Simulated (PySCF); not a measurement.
Work out the structure from these simulated measurements.

Formula: C4H6Cl2Si.

| Item | Value |
| --- | --- |
| Dipole | 2.41 D [PBE0/def2-SVPD] |
| 13C NMR | chemical shifts (computed TMS as zero) by class: 145.9 (2 C), 140.4 (2 C) ppm [GIAO B3LYP/pcSseg-1] |
| Triplet | lowest triplet excitation (Tamm–Dancoff): 4.05 eV [TDA PBE0/def2-SVPD] |
| XPS | Si2p3/2 108.1, Cl2p3/2 206.0 (×2), C1s 290.5 (×2), C1s 290.8 (×2), Si1s 1848.2, Cl1s 2828.6 (×2) eV [ΔSCF SCAN, pcX-2 on the ionised atom, pcseg-1 elsewhere, spin-free X2C, 2p3/2 from a spin–orbit splitting computed afterwards within the 2p shell] |
| UV, first state | lowest singlet excitation: 6.00 eV (207 nm, f = 0.019) [TDDFT PBE0/def2-SVPD] |
| Rotational structure | rotational constants A, B, C: 1.350, 1.281, 1.049 GHz [PBE0-D3(BJ)/def2-SVP] |
| 1H NMR | chemical shifts (computed TMS as zero) by class: 6.41 (2 H), 6.34 (1 H), 6.33 (1 H), 6.09 (2 H) ppm [GIAO B3LYP/pcSseg-1] |
| Polarisability | 100.2 au [PBE0/def2-SVPD] |
| NMR, other nuclei | isotropic shieldings of nuclei other than C and H, by class: 317 (1 Si), 886 (2 Cl) ppm [GIAO B3LYP/pcSseg-1] |

Electronic properties: PySCF, gas phase, density fitting. Levels stand in brackets. One conformer (not necessarily the lowest) at the PBE0-D3(BJ)/def2-SVP geometry, without solvent, vibrations or thermal averaging. NMR values are class means; diastereotopic atoms form classes of their own.

Question: What is the compound? Reason from the data.

Answer: 4 carbons fall into 2 classes; from least to most shielded: carbon bonded to C and 2 H (145.9 ppm, 2 C), carbon bonded to C, Si and H (140.4 ppm, 2 C). Hydrogen classes from least to most shielded: 2 H on 2 like atoms (carbon bonded to C and 2 H) (6.41 ppm), 1 H on a carbon bonded to C and 2 H (6.34 ppm), 1 H on a carbon bonded to C and 2 H (6.33 ppm), 2 H on 2 like atoms (carbon bonded to C, Si and H) (6.09 ppm). The other shieldings belong to: 317 ppm, silicon bonded to 2 C and 2 Cl; 886 ppm, chlorine bonded to Si. The core levels belong to: Si2p3/2 108.1 eV, silicon bonded to 2 C and 2 Cl; Cl2p3/2 206.0 eV, chlorine bonded to Si; C1s 290.5 eV, carbon bonded to C, Si and H; C1s 290.8 eV, carbon bonded to C and 2 H; Si1s 1848.2 eV, silicon bonded to 2 C and 2 Cl; Cl1s 2828.6 eV, chlorine bonded to Si. One atom of each topological class was ionised and stands for its class. By its constants the optimised geometry is an asymmetric top. Structure: `C=C[Si](Cl)(Cl)C=C` (Si(vinyl)2Cl2). Computed isomers that give other values at the same levels: `C=C(Cl)/C(Cl)=C/[SiH3]` (rotational constant A: 2.089 GHz; this holds for the one conformer computed). The assignments are read from this structure; whether some other isomer fits the data as well wasn't checked.
